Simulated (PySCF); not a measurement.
C₅H₃ClOS.
Atom-mapped SMILES: `[O:1]=[C:2]([Cl:3])[c:4]1[cH:5][cH:6][s:7][cH:8]1` (hydrogens: H9 on C5; H10 on C6; H11 on C8)

Computed with PySCF at wB97X-D/pcSseg-2, non-relativistic, on one gas-phase PBE0-D3(BJ)/def2-TZVP geometry that isn't relaxed in the solvent. The solvent is an IEF-PCM continuum (cavity from Bondi-type radii × 1.2). Specific hydrogen bonds and non-electrostatic terms are outside this model.

Gas phase at wB97X-D/pcSseg-2: HOMO -9.52 eV, LUMO -0.30 eV, dipole 3.58 D.

Question: What does the continuum do to the energy, the frontier levels and the dipole at wB97X-D/pcSseg-2 in chloroform?

Answer: 
```csv
solvent,ε,E(solvent) − E(gas) (kcal/mol),polarisation term (kcal/mol),distortion of the solute (kcal/mol),HOMO (eV),LUMO (eV),dipole (D)
chloroform,4.711,-3.48,-3.93,0.45,-9.31,-0.24,4.39
```

The polarisation term is half the interaction of the solute with the surface charges that it induces; the rest is the cost of distorting the solute's density. The sum is the electrostatic part of solvation alone.

Question: Which radius a makes the point-dipole formula ΔE = −[(ε − 1)/(2ε + 1)]·μ²/a³ give the value in chloroform, with the gas-phase dipole?

Answer: μ = 1.410 au and |ΔE| = 0.00555 Eh give a = 2.66 Å; the farthest nucleus lies 3.11 Å from the centroid of the nuclei, so such a sphere wouldn't even hold the nuclei. The formula assumes a rigid point dipole at the centre of a sphere.

On Arm Neoverse V1, one thread, no GPU (shared host), this took 80 s of wall time and 1.7 GiB of memory at its peak. This is the whole shielding run at wB97X-D/pcSseg-2 in chloroform, SCF included.

Conformer computed: `[O:1]=[C:2]([Cl:3])[c:4]1[cH:5][cH:6][s:7][cH:8]1`: O1–C2–C4–C5 0°.

Note: wB97X-D ran without an empirical dispersion term, which enters the total energy and its gradient alone.
